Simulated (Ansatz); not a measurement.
Energy difference 2 R1 → P1 + P2, each structure at its B3LYP-D3(BJ)/def2-TZVP stationary point, reached from a drawn start (curvature not checked).
P1, H2O (SMILES O) (charge 0, multiplicity 1):
```xyz
3

O      0.00000     0.00000     0.38961
H      0.00000     0.76499    -0.19486
H      0.00000    -0.76499    -0.19486
```
P2: O atom, charge 0, multiplicity 3.
R1, OH (SMILES [OH]) (charge 0, multiplicity 2):
```xyz
2

O      0.00000     0.00000     0.48836
H      0.00000     0.00000    -0.48836
```

P less R. No zero-point or thermal terms; singlets are restricted closed shells; open shells are unrestricted; no spin–orbit coupling.

Cores are frozen in the correlated methods.

The values were computed with Ansatz (Gaussian orbitals). Each number belongs to the level named beside it.

Total energies in hartree:

```
structure  PBE/def2-TZVPPD  B3LYP/def2-TZVPPD  CCSD(T)/aug-cc-pVQZ
---------  ---------------  -----------------  -------------------
P1              -76.383563         -76.469448           -76.363535
P2              -75.010690         -75.096975           -74.995268
R1              -75.685571         -75.771556           -75.664462
```

Problem. Work out the reaction energy at each level in eV (1 hartree = 27.21139 eV), and say how far PBE/def2-TZVPPD lies from CCSD(T)/aug-cc-pVQZ.

Solution. 
- PBE/def2-TZVPPD: (-76.383563) + (-75.010690) − 2 × (-75.685571) = -0.023111 hartree = -0.629 eV
- B3LYP/def2-TZVPPD: (-76.469448) + (-75.096975) − 2 × (-75.771556) = -0.023311 hartree = -0.634 eV
- CCSD(T)/aug-cc-pVQZ: (-76.363535) + (-74.995268) − 2 × (-75.664462) = -0.029879 hartree = -0.813 eV
PBE/def2-TZVPPD less CCSD(T)/aug-cc-pVQZ: 0.184 eV. CCSD(T)/aug-cc-pVQZ is the level counted from, the highest shown, and no exact or measured value.

Ansatz is a first-principles code.
